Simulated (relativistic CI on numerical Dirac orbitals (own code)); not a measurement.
**d1 to d9 in one octahedral field**

Computed with a parametric ligand-field model without spin-orbit coupling, by exact diagonalisation: B = 630, C = 2600, 10Dq = 28000 cm⁻¹ (Oh; |10Dq|/B = 44.4) for every shell. Energies in cm⁻¹; the field energy is (0.6 n_e − 0.4 n_t2) × 10Dq of the ground term; g labels are left out.

| Shell | Ground term | Electrons in e | Field energy | First spin-allowed bands | Lowest term of other spin |
| --- | --- | --- | --- | --- | --- |
| d1 | 2T2 | 0.000 | -11200 | 2E 28000 |  |
| d2 | 3T1 | 0.012 | -22060 | 3T2 26529, 3T1 34508 | 1T2 9226 |
| d3 | 4A2 | 0.000 | -33600 | 4T2 28000, 4T1 34937 | 2E 12711 |
| d4 | 3T1 | 0.019 | -44274 | 3E 25535, 3T1 26182 | 1T2 7765 |
| d5 | 2T2 | 0.035 | -55018 | 2A2 24664, 2T1 24888 | 4T1 15568 |
| d6 | 1A1 | 0.026 | -66463 | 1T1 26157, 1T2 34952 | 3T1 20627 |
| d7 | 2E | 1.018 | -49894 | 2T1 26005, 2T2 26628 | 4T1 15330 |
| d8 | 3A2 | 2.000 | -33600 | 3T2 28000, 3T1 34937 | 1E 10156 |
| d9 | 2E | 3.000 | -16800 | 2T2 28000 |  |

Low spin: d4, d5, d6, d7; the other shells keep the spin of the free ion. Only d4 to d7 can choose; the field needed to pair spins is smallest for d6 and largest for d5, which loses most exchange energy. In the strong-field picture 10Dq must exceed about 6B + 5C = 16780 (d4), 7.5B + 5C = 17725 (d5), 2.5B + 4C = 11975 (d6) and 4B + 4C = 12920 (d7); mixing of terms shifts these bounds somewhat.
